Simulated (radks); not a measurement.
Sn II, 49 electrons, occupied as [Kr] 4d8 5s2 5p3 (not the ground configuration).

Method: Dirac Kohn-Sham, PBE, spin-unpolarised, spherical densities, point nucleus; open shells are shared between the two j in proportion to 2j + 1; computed with a radial shooting solver on a logarithmic mesh with Libxc functionals.

Energy parts (eV):
total: -168076.172
kinetic: 176996.103
electron-nucleus: -406952.988
Hartree: 66348.283
exchange-correlation: -4467.571

Orbitals (lengths in bohr, moments of r in powers of bohr):
| orbital | occ. | eigenvalue (eV) | <1/r> | <r^2> | <r> | small-component weight |
|---|---|---|---|---|---|---|
| 1s1/2 | 2 | -29019.65 | 53.09 | 0.001143 | 0.02905 | 3.37e-02 |
| 2s1/2 | 2 | -4401.260 | 12.31 | 0.01851 | 0.1251 | 7.14e-03 |
| 2p1/2 | 2 | -4112.616 | 12.29 | 0.01376 | 0.1058 | 7.16e-03 |
| 2p3/2 | 4 | -3882.000 | 11.45 | 0.01507 | 0.1112 | 6.83e-03 |
| 3s1/2 | 2 | -869.1832 | 4.353 | 0.1315 | 0.3390 | 2.07e-03 |
| 3p1/2 | 2 | -752.0103 | 4.261 | 0.1264 | 0.3298 | 2.01e-03 |
| 3p3/2 | 4 | -709.8654 | 4.054 | 0.1349 | 0.3410 | 1.92e-03 |
| 3d3/2 | 4 | -502.9671 | 3.900 | 0.1159 | 0.3123 | 1.80e-03 |
| 3d5/2 | 6 | -494.2631 | 3.847 | 0.1184 | 0.3159 | 1.78e-03 |
| 4s1/2 | 2 | -156.3194 | 1.723 | 0.7430 | 0.8109 | 5.68e-04 |
| 4p1/2 | 2 | -116.9484 | 1.612 | 0.8300 | 0.8532 | 5.10e-04 |
| 4p3/2 | 4 | -109.1239 | 1.547 | 0.8846 | 0.8809 | 4.85e-04 |
| 4d3/2 | 3.2 | -46.6792 | 1.287 | 1.251 | 1.033 | 3.53e-04 |
| 4d5/2 | 4.8 | -45.5222 | 1.271 | 1.280 | 1.044 | 3.46e-04 |
| 5s1/2 | 2 | -22.3307 | 0.6137 | 5.081 | 2.122 | 9.81e-05 |
| 5p1/2 | 1 | -13.8691 | 0.5132 | 7.175 | 2.511 | 6.95e-05 |
| 5p3/2 | 2 | -13.0638 | 0.4932 | 7.701 | 2.601 | 6.49e-05 |

The highest occupied level is 5p3/2 at -13.064 eV. Summed over all electrons, <r^2> = 51.93 bohr^2, which gives a Langevin (diamagnetic) susceptibility term of -41.1 x 10^-6 cm^3/mol. The density falls to 0.001 e/bohr^3 at r = 4.35 bohr.
